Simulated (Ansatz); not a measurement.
Ansatz results at the PBE0-D4/def2-TZVP geometry: HOMO energy (PBE0/def2-TZVPP) -6.89 eV; HOMO–LUMO gap (PBE/def2-TZVPP) 5.40 eV; LUMO energy (B3LYP/def2-TZVPP) 0.36 eV.

Each molecule was computed in one conformer, which needn't be the lowest.

(1) Which molecule gave them?
A. `COB(Br)OC`
B. `NB(O)O`
C. `CN(C)B(F)S`
D. `CSCB(N)F`

Answers

(1) C. The others give `CSCB(N)F`: -6.34, 4.95, 0.41; `NB(O)O`: -7.59, 5.82, 0.18; `COB(Br)OC`: -8.21, 6.65, 0.52.

B3LYP here is the variant with VWN-RPA as its local correlation; programs differ in this.
